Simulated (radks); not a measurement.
Values are calculated unless marked as measured or tabulated.
Excited configurations of Sm+: one electron is placed in a higher orbital outside [Xe] 4f6. The ground configuration is [Xe] 4f6 6s1. Code: a radial shooting solver on a logarithmic mesh with Libxc functionals. Model: Dirac Kohn-Sham, BLYP, spin-unpolarised, spherical densities, finite nucleus; open shells fill j = l - 1/2 first; Fermi nuclear charge, rms radius 5.0819 fm. Excitation = E - E(ground); binding = E(ion) - E, where the ion is the core of charge +2; n* = 2/sqrt(2 binding) in atomic units, and the quantum defect is n - n*.

outer orbital,excitation (eV),binding (eV),quantum defect,<r> (bohr)
5d3/2,1.407,9.788,2.642,2.998
5f5/2,7.780,3.415,1.008,8.733
6p1/2,2.967,8.228,3.428,4.739
6d3/2,6.592,4.603,2.562,7.639
7s1/2,5.805,5.390,3.822,7.871
7p1/2,6.765,4.430,3.495,9.143
7d3/2,8.287,2.908,2.674,13.12

The Delta-SCF ionisation energy is 11.195 eV (NIST Atomic Spectra Database: 11.08 eV, semi-empirical). Self-interaction in the functional shifts the binding energies and quantum defects, so they are the method's values and not measured ones. Spin polarisation and multiplet splitting are left out, so open shells lie too high by an amount that depends on their filling.

Beside tabulated values, note that spin-unpolarised runs miss the spin-polarisation part of the exchange energy of open shells.
